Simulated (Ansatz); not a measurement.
Program: Ansatz. Geometries: PBE0-D4/def2-TZVP. ΔE: electronic, gas phase. CCSD(T)/CBS adds triple-zeta CCSD(T) − MP2 to the extrapolated MP2 energy (def2 sets, frozen cores). This one scheme is used for every species. DFT in def2-TZVPP. One conformer a species, not always the lowest.

`FC[C@@H](F)[C@H](F)CF` + H₂ → `FCCF` + `FCCF`  (hydrogenolysis of a C–C bond)

Is it downhill or uphill in electronic energy at CCSD(T)/CBS, and by how much? (Estimate.)

The calculation gave: Downhill: ΔE = -40.7 kJ/mol.

What do these levels give: PBE-D4, BLYP-D4, r2SCANh-D4, BLYP, r2SCANh, LC-ωPBE, CCSD/def2-SVP, MP2/def2-TZVPP, CCSD/def2-TZVPP, MP2/def2-QZVPP, SCS-MP2/def2-QZVPP, MP2/CBS(def2)? (An estimate is asked.)

Ansatz gave: PBE-D4 -42.5, BLYP-D4 -44.5, r2SCANh-D4 -39.6, BLYP -61.0, r2SCANh -42.2, LC-ωPBE -49.1, CCSD/def2-SVP -36.5, MP2/def2-TZVPP -38.0, CCSD/def2-TZVPP -45.6, MP2/def2-QZVPP -38.9, SCS-MP2/def2-QZVPP -45.0, MP2/CBS(def2) -38.9 kJ/mol.

Largest T1 diagnostic among the species: 0.011.

The D4 term adds +12.4 kJ/mol with B3LYP and +7.0 kJ/mol with PBE0; it sums over pairs of atoms, weighted by their polarisabilities, and B3LYP, whose exchange is more repulsive, gets the larger term. At CCSD(T), def2-SVP lies +9.5 kJ/mol from the extrapolated value and def2-TZVPP +0.8 kJ/mol. In def2-TZVPP, CCSD(T) changes the Hartree–Fock value by +29.0 kJ/mol (the triples alone add +5.7 kJ/mol) and MP2 by +30.8 kJ/mol.

B3LYP here is the variant with VWN-RPA as its local correlation; programs differ in this.
